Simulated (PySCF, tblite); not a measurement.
Calculations on `C[Si](C)(C)[Si](C)(C)Cl`, in the order of a workflow; each names the level of the geometry that it ran on. Settings lines and outputs come from a driver script.

Species: C5H15ClSi2.
Bonds: C1–Si2, Si2–C3, Si2–C4, Si2–Si5, Si5–C6, Si5–C7, Si5–Cl8. Hydrogens: H9, H10, H11 on C1; H12, H13, H14 on C3; H15, H16, H17 on C4; H18, H19, H20 on C6; H21, H22, H23 on C7.

Step 1: GFN2-xTB geometry optimisation, gas phase (tblite 0.8.0) (from a force-field or distance-geometry start)
```json
{"job": {"kind": "relax", "xc": "GFN2-xTB", "basis": "xTB"}, "charge": 0, "multiplicity": 1}
```
```
step      E/eV     max force
  0    -717.65678    0.784
  1    -717.67812    0.173
  2    -717.67908    0.086
...
 45    -717.68297    0.021
 46    -717.68301    0.019
 47    -717.68305    0.017
 48    -717.68308    0.011
 49    -717.68310    0.007
```

Energy lowered by 0.6 kcal/mol over 49 steps; largest atomic force 0.007 eV/Å at the end. «max force» is the largest atomic force in eV/Å.

On Arm Neoverse V2, one thread, shared host with 96 logical CPUs at a one-minute load of 33, this took 0.44 s of wall time.

Step 2: GFN2-xTB harmonic vibrations, gas phase (tblite 0.8.0) (on the GFN2-xTB geometry)
```json
{"job": {"kind": "ir", "xc": "GFN2-xTB", "basis": "xTB"}, "charge": 0, "multiplicity": 1}
```
```
(table of modes left out)
```

63 modes from 3 to 3048 cm⁻¹ (unscaled, harmonic); zero-point energy 117.0 kcal/mol; all wavenumbers are real at this level.

Time: 1.2 s of wall time. Hardware: one thread of an Arm Neoverse V2, on a shared host.

Step 3: PBE0-D3(BJ)/def2-SVP geometry optimisation, gas phase (PySCF 2.14.0) (from the GFN2-xTB geometry)
```json
{"job": {"xc": "PBE0", "basis": "def2-SVP", "d3": "d3bj", "grid": 1, "kind": "geom"}, "charge": 0, "multiplicity": 1}
```
```
step   0  E = -1237.77124755  max force = 0.022849
step   1  E = -1237.77670257  max force = 0.006961
step   2  E = -1237.77727036  max force = 0.003033
step   3  E = -1237.77742011  max force = 0.000849
step   4  E = -1237.77745746  max force = 0.000917
step   5  E = -1237.77748883  max force = 0.001103
step   6  E = -1237.77749973  max force = 0.000844
step   7  E = -1237.77750926  max force = 0.000471
step   8  E = -1237.77751533  max force = 0.000355
optimisation converged
```

Final energy -1237.77752 Eh after 8 steps; dipole 2.27 D. Energies in Eh; «max force» is the largest Cartesian gradient component in Eh/bohr.

Time: 3.2 min; peak memory 1.2 GiB. Hardware: an Arm Neoverse V2 with one thread, no GPU, on a shared host.

Step 4: TDDFT CAM-B3LYP/def2-SVPD, vertical, gas phase, core orbitals frozen in the response (PySCF 2.14.0, density-fitted response routines) (on the PBE0-D3(BJ)/def2-SVP geometry)
```json
{"job": {"kind": "uv", "xc": "CAM-B3LYP", "basis": "def2-SVPD", "ip": true}, "charge": 0, "multiplicity": 1}
```
```
...
Static polarisability (au): isotropic 128.733, principal 123.814 127.168 135.218
Singlet excitations
state   eV       nm        f      main configurations
  1   6.4868    191.1   0.05743   H->L+1 0.63, H->L 0.25
  2   6.9424    178.6   0.01065   H->L 0.72, H->L+1 0.23
  3   7.0235    176.5   0.08747   H->L+2 0.86
  4   7.6026    163.1   0.00417   H-1->L+1 0.75
  5   7.7413    160.2   0.17460   H->L+3 0.94
  6   8.0043    154.9   0.04687   H-1->L 0.67, H-1->L+3 0.08
  7   8.0133    154.7   0.05884   H->L+4 0.49, H-3->L 0.27
  8   8.1328    152.4   0.03012   H-3->L 0.38, H->L+4 0.27, H-3->L+1 0.12
  9   8.2213    150.8   0.04759   H-2->L 0.49, H->L+8 0.13, H-2->L+3 0.08
 10   8.2767    149.8   0.02189   H-1->L+2 0.40, H-4->L+1 0.21, H->L+6 0.20
Triplet excitations (Tamm-Dancoff, eV): 5.7375 6.2390 6.8332 7.2833
Vertical ionisation energy (delta-SCF) = 9.0024 eV
```

HOMO -8.45 eV, LUMO 0.92 eV; lowest singlet 6.49 eV; lowest triplet 5.74 eV (Tamm–Dancoff); mean polarisability 128.7 au.

On Arm Neoverse V2, one thread, shared host with 96 logical CPUs at a one-minute load of 40, this took 3.1 min and 1.6 GiB of memory at its peak.

Step 5: delta-SCF UKS SCAN, pcX-2 on the ionised atom, pcseg-1 elsewhere, spin-free X2C (PySCF 2.14.0) (on the PBE0-D3(BJ)/def2-SVP geometry)
```json
{"job": {"kind": "xps"}, "charge": 0, "multiplicity": 1}
```
```
...
ground state, core basis on atom 0 (C), 230 functions
  E(ground) = -1241.24764296 Eh
hole in C 1s of atom 0
  E(ion) = -1230.59665935 Eh   <S^2> = 0.7672   hole on atom = 1.000   binding energy = 289.828 eV
ground state, core basis on atom 1 (Si), 241 functions
  E(ground) = -1241.30339179 Eh
hole in Si 1s of atom 1
  E(ion) = -1173.48564756 Eh   <S^2> = 0.7523   hole on atom = 1.000   binding energy = 1845.415 eV
hole in Si 2p of atom 1
  E(ion) = -1237.41273505 Eh   <S^2> = 0.7528   hole on atom = 1.002   binding energy = 105.870 eV
  2p3/2 = 105.655 eV   2p1/2 = 106.278 eV
ground state, core basis on atom 4 (Si), 241 functions
  E(ground) = -1241.30464373 Eh
hole in Si 1s of atom 4
  E(ion) = -1173.45378516 Eh   <S^2> = 0.7525   hole on atom = 1.000   binding energy = 1846.316 eV
hole in Si 2p of atom 4
  E(ion) = -1237.38023234 Eh   <S^2> = 0.7519   hole on atom = 1.003   binding energy = 106.789 eV
  2p3/2 = 106.505 eV   2p1/2 = 107.134 eV
ground state, core basis on atom 5 (C), 230 functions
  E(ground) = -1241.24780049 Eh
hole in C 1s of atom 5
  E(ion) = -1230.58731882 Eh   <S^2> = 0.7675   hole on atom = 1.000   binding energy = 290.086 eV
ground state, core basis on atom 7 (Cl), 241 functions
  E(ground) = -1241.41707410 Eh
hole in Cl 1s of atom 7
  E(ion) = -1137.50393821 Eh   <S^2> = 0.7521   hole on atom = 1.000   binding energy = 2827.620 eV
hole in Cl 2p of atom 7
  E(ion) = -1233.86043919 Eh   <S^2> = 0.7519   hole on atom = 1.001   binding energy = 205.627 eV
  2p3/2 = 205.049 eV   2p1/2 = 206.703 eV
```

C1s of C1 289.83 eV; Si1s of Si2 1845.41 eV; Si2p of Si2 105.86 eV (mean of the 2p shell); Si1s of Si5 1846.32 eV; Si2p of Si5 106.71 eV (mean of the 2p shell); C1s of C6 290.09 eV; Cl1s of Cl8 2827.62 eV; Cl2p of Cl8 205.60 eV (mean of the 2p shell); one atom stands for each set of equivalent ones. SCF cycles are left out; they run on a coarse grid, and E(ground) and E(ion) are re-evaluated on a finer one. For a 2p shell the printed binding energy is that of one 2p hole without spin–orbit coupling; the 2p3/2 and 2p1/2 values follow from a further step that adds the ground-state splitting of the three 2p orbitals and a mean-field spin–orbit operator, and the shell mean corrects the one hole to the average of the three. The log counts atoms from 0, this text from 1.

Time: 2.0 min; peak memory 1.1 GiB. Hardware: one thread, Arm Neoverse V2 (aarch64), shared host.

Geometry of the electronic-property runs (PBE0-D3(BJ)/def2-SVP):
```
atom  x, y, z in Å
C1    -1.364    1.588   -1.270
Si2   -0.981    0.132   -0.135
C3    -1.533    0.514    1.629
C4    -1.835   -1.425   -0.769
Si5    1.333   -0.234   -0.250
C6     1.924   -1.751    0.685
C7     2.371    1.262    0.201
Cl8    1.659   -0.608   -2.304
H9    -0.976    1.391   -2.282
H10   -0.900    2.516   -0.903
H11   -2.451    1.758   -1.345
H12   -1.291   -0.313    2.315
H13   -2.624    0.671    1.664
H14   -1.051    1.427    2.012
H15   -2.926   -1.281   -0.826
H16   -1.467   -1.677   -1.775
H17   -1.641   -2.286   -0.110
H18    2.996   -1.929    0.505
H19    1.775   -1.610    1.768
H20    1.369   -2.648    0.374
H21    3.440    1.066    0.019
H22    2.241    1.510    1.267
H23    2.077    2.139   -0.396
```

 (This holds for the electronic-property runs.)
